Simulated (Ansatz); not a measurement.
The cluster Ga2Sb⁺ was relaxed with r2SCAN-D4 (def2-TZVP) in Ansatz in these states: charge +1 quintet, charge +1 triplet. The geometries follow in no particular order.

In the def2 sets Sb takes a core potential; there is no spin–orbit coupling.

A:

```
atom   x (Å)   y (Å)   z (Å)
 Ga1  -1.075   2.023   1.845
 Ga2   1.085  -2.028  -1.834
 Sb3  -0.009   0.005  -0.011
```

B:

```xyz
3

Ga   -1.144   -0.705    1.036
Ga    0.840   -0.913   -1.159
Sb    0.304    1.618    0.122
```

Judge from the bond lengths which geometry belongs to which state (an estimate).

A is the charge +1 triplet (Ga2–Sb3 2.941 Å, Ga1–Sb3 2.941 Å); B is the charge +1 quintet (Ga2–Sb3 2.887 Å, Ga1–Sb3 2.887 Å).

At PBE0-D4/def2-TZVP a triplet lies 1.17 eV below the charge +1 quintet. These are the stationary points nearest to one start from a short search; other shapes may lie lower in each state.
